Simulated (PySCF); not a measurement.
# What a mistake does to a calculation on AlClH5NSi

Calculated results; nothing here was measured. They come from PySCF 2.14.0, an open-source quantum chemistry program, on an isolated molecule that a program drew, which may never have been made. The molecule is AlClH5NSi (charge 0, singlet), drawn as the SMILES string `[SiH3][NH][AlH][Cl]`.

Each row is a Hartree-Fock (HF) and frozen-core CCSD(T) single point in the cc-pV(D+d)Z basis, meant for a local HF minimum. Run 1 is clean. Each other run has one planted mistake out of seven kinds, and not every kind appears here: one electron removed, one electron added, multiplicity raised by two, geometry at a saddle point, minimal basis STO-3G, one bond length entered in bohr, all coordinates scaled. The reference is restricted for singlets and unrestricted otherwise, and also for a bond in bohr. Adding or removing an electron swaps singlet and doublet. Electrons count all cores. HOMO and LUMO are orbital energies over both spins, the gradient is its largest component, and the lowest frequency (negative if imaginary) is given only where the gradient is small. Bond lengths are over the 8 bonds as drawn. T1 is the CCSD diagnostic: over 0.02 (restricted) or 0.045 (unrestricted) a single reference is doubtful.

Geometry of the clean run:
```xyz
9
AlClH5NSi, angstrom
Si    1.6381   -0.8953   -0.0668
N    -0.0959   -1.0233   -0.0649
Al   -1.3794   -0.4879    1.0314
Cl   -0.8793    0.5671    2.7894
H     2.1215   -0.1456   -1.2517
H     2.0591   -0.1906    1.1603
H     2.2729   -2.2351   -0.1053
H    -0.4459   -1.5137   -0.8752
H    -2.8815   -0.7852    0.7153
```

```
run,electrons,basis functions,<S^2>,HOMO (eV),LUMO (eV),gradient (hartree/bohr),lowest frequency (cm^-1),mean bond (Å),longest bond (Å),T1,HF (hartree),CCSD(T) (hartree),mistake
1,56,108,0.000,-11.08,2.07,1.9e-05,53,1.5795,2.110,0.0116,-1047.86015,-1048.39571,no fault
2,55,108,0.761,-16.74,-7.12,9.0e-02,-,1.5795,2.110,0.0287,-1047.53239,-1048.03274,one electron removed
3,56,37,0.000,-8.08,8.72,4.1e-02,-,1.5795,2.110,0.0138,-1035.99843,-1036.15773,minimal basis STO-3G
4,56,108,0.818,-8.95,1.02,1.2e-02,-,1.7534,2.955,0.0487,-1047.75748,-1048.28387,one bond length entered in bohr
5,57,108,0.768,1.13,7.31,5.3e-02,-,1.5795,2.110,0.0126,-1047.80060,-1048.34863,?
6,56,108,2.035,-4.21,-1.59,8.7e-02,-,1.5795,2.110,0.0199,-1047.66714,-1048.17606,?
```

**Which mistake was planted in run 5, and what did it cost?**

It counts 57 electrons, one more than the clean run, at the same geometry and basis. So the mistake is: one electron added. Subtracting run 1 and multiplying by 627.51 kcal/mol a hartree, the energy moved by 37.4 kcal/mol in HF and 29.5 kcal/mol in CCSD(T).

**Which mistake was planted in run 6, and what did it cost?**

Electrons, basis and geometry are unchanged, and <S^2> is 2.035, beside S(S+1) = 2.00 for a multiplicity of 3. So the mistake is: multiplicity raised by two. Subtracting run 1 and multiplying by 627.51 kcal/mol a hartree, the energy moved by 121.1 kcal/mol in HF and 137.8 kcal/mol in CCSD(T).

Cautions from the logs. Run 4: T1 is over the limit, so its CCSD(T) energy is less reliable; run 5: the HOMO is above zero, so the electron isn't bound and the energy depends on the basis.
